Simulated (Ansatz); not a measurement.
`[SiH3][CH](S)[SbH2]` + `O=C([SiH3])S` → `O=C([SiH3])S[SiH3]` + `S[CH2][SbH2]`  (ligand exchange at the Si–C bond)

Gas-phase electronic energies from Ansatz, PBE0-D4/def2-TZVP geometries. CCSD(T)/CBS is the MP2 limit (def2-TZVPP, def2-QZVPP) plus CCSD(T) − MP2 in def2-TZVPP, frozen cores. DFT in def2-TZVPP. B3LYP here is the variant with VWN-RPA as its local correlation; programs differ in this. def2 core potentials past Kr. For Sb outer-core shells are correlated without core-valence functions, which leaves a few kJ/mol of doubt a bond. Each species was taken in one conformer, which may not be the lowest.

```json
{"level": "PBE-D4", "ΔE (kcal/mol)": "-13.4", "difference from CCSD(T)/CBS": "0.1"}
{"level": "r2SCAN-D4", "ΔE (kcal/mol)": "-14.2", "difference from CCSD(T)/CBS": "-0.7"}
{"level": "PBE0-D4", "ΔE (kcal/mol)": "-13.9", "difference from CCSD(T)/CBS": "-0.4"}
{"level": "B3LYP-D4", "ΔE (kcal/mol)": "-13.7", "difference from CCSD(T)/CBS": "-0.2"}
{"level": "ωB97X-V", "ΔE (kcal/mol)": "-14.1", "difference from CCSD(T)/CBS": "-0.6"}
{"level": "MP2/def2-TZVPP", "ΔE (kcal/mol)": "-13.4", "difference from CCSD(T)/CBS": "0.1"}
{"level": "SCS-MP2/def2-TZVPP", "ΔE (kcal/mol)": "-13.7", "difference from CCSD(T)/CBS": "-0.2"}
{"level": "CCSD/def2-TZVPP", "ΔE (kcal/mol)": "-13.8", "difference from CCSD(T)/CBS": "-0.3"}
{"level": "MP2/CBS(def2)", "ΔE (kcal/mol)": "-13.5", "difference from CCSD(T)/CBS": "0.0"}
{"level": "CCSD/CBS(def2)", "ΔE (kcal/mol)": "-13.8", "difference from CCSD(T)/CBS": "-0.3"}
{"level": "CCSD(T)/CBS", "ΔE (kcal/mol)": "-13.5", "difference from CCSD(T)/CBS": "0"}
```

Largest T1 diagnostic among the species: 0.017.

In def2-TZVPP, CCSD(T) changes the Hartree–Fock value by +3.0 kcal/mol (the triples alone add +0.3 kcal/mol) and MP2 by +3.1 kcal/mol. The D4 term adds +1.3 kcal/mol with B3LYP and +0.7 kcal/mol with PBE0; it sums over pairs of atoms, weighted by their polarisabilities, and B3LYP, whose exchange is more repulsive, gets the larger term.
